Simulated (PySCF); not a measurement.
**input.py for BAs**

The script input.py:

```python
from pyscf import gto, dft

mol = gto.M(
    atom='B 0 0 0; As 0 0 1.89',
    basis='lanl2dz',
    ecp={'As': 'lanl2dz'},
    charge=0,
    spin=2,
    verbose=3,
)
mf = dft.UKS(mol, xc='bhandhlyp')
mf.kernel()
mf.dip_moment()
print('orbital energies (hartree):', [e[max(0, n-3):n+3].round(4) for e, n in zip(mf.mo_energy, mol.nelec)])
```

```bash
$ OMP_NUM_THREADS=1 python input.py
```

The log (some set-up lines and the per-cycle HOMO/LUMO lines with their warnings removed):

```
converged SCF energy = -30.7583466576881  <S^2> = 2.0094865  2S+1 = 3.0063177
Dipole moment(X, Y, Z, Debye):  0.00000, -0.00000, -0.24136
orbital energies (hartree): [array([-0.3224, -0.3132, -0.2863, -0.0413, -0.0264,  0.1252]), array([-0.667 , -0.3899, -0.271 , -0.1288, -0.0895, -0.0016])]
```

In short: E(SCF) = -30.758347 Eh, ⟨S²⟩ = 2.009, μz(SCF) = -0.24 D.

Run time: 1.4 s on 1 thread of Intel Xeon Platinum 8375C @ 2.90GHz (shared host).

The bond length is a typed value, not an optimised one. No search for the lowest solution was made.
